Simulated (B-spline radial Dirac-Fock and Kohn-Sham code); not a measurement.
# Two-hole binding energies of Tc⁷⁺

System: technetium as Tc⁷⁺, [Ar] 3d10 4s2 4p6.

Calculated with a B-spline atomic structure program, using Dirac-Fock ΔSCF + Breit + QED. U is the two-hole binding energy less the two single-hole energies, the effective repulsion of the holes after relaxation. Each two-hole energy is an average over J within one jj subconfiguration.

| holes | E(a) (eV) | E(b) (eV) | E(ab) (eV) | U (eV) |
| --- | --- | --- | --- | --- |
| 1s⁻¹ 2p3/2⁻¹ | 21170.4 | 2805.9 | 24158.2 | 182.0 |
| 1s⁻¹ 3p3/2⁻¹ | 21170.4 | 554.2 | 21785.2 | 60.7 |
| 1s⁻¹ 3d5/2⁻¹ | 21170.4 | 377.4 | 21603.0 | 55.2 |
| 2s⁻¹ 2p1/2⁻¹ | 3176.4 | 2922.4 | 6208.2 | 109.4 |
| 2s⁻¹ 2p3/2⁻¹ | 3176.4 | 2805.9 | 6089.8 | 107.5 |
| 2p1/2⁻¹ 2p3/2⁻¹ | 2922.4 | 2805.9 | 5858.0 | 129.8 |
| 2p3/2⁻² | 2805.9 | 2805.9 | 5742.2 | 130.4 |
| 2p1/2⁻¹ 3s⁻¹ | 2922.4 | 672.4 | 3649.2 | 54.5 |
| 2s⁻¹ 3d5/2⁻¹ | 3176.4 | 377.4 | 3610.1 | 56.2 |
| 2p3/2⁻¹ 3s⁻¹ | 2805.9 | 672.4 | 3532.6 | 54.3 |
| 2p3/2⁻¹ 3p1/2⁻¹ | 2805.9 | 574.3 | 3436.7 | 56.5 |
| 3p1/2⁻² | 574.3 | 574.3 | 1195.8 | 47.1 |
| 3p3/2⁻² | 554.2 | 554.2 | ? | ? |
| 3d3/2⁻² | 381.1 | 381.1 | 808.8 | 46.6 |

Problem. Give the missing two-hole energy and U.

Solution. E(ab) = 1152.6 eV and U = 44.2 eV.
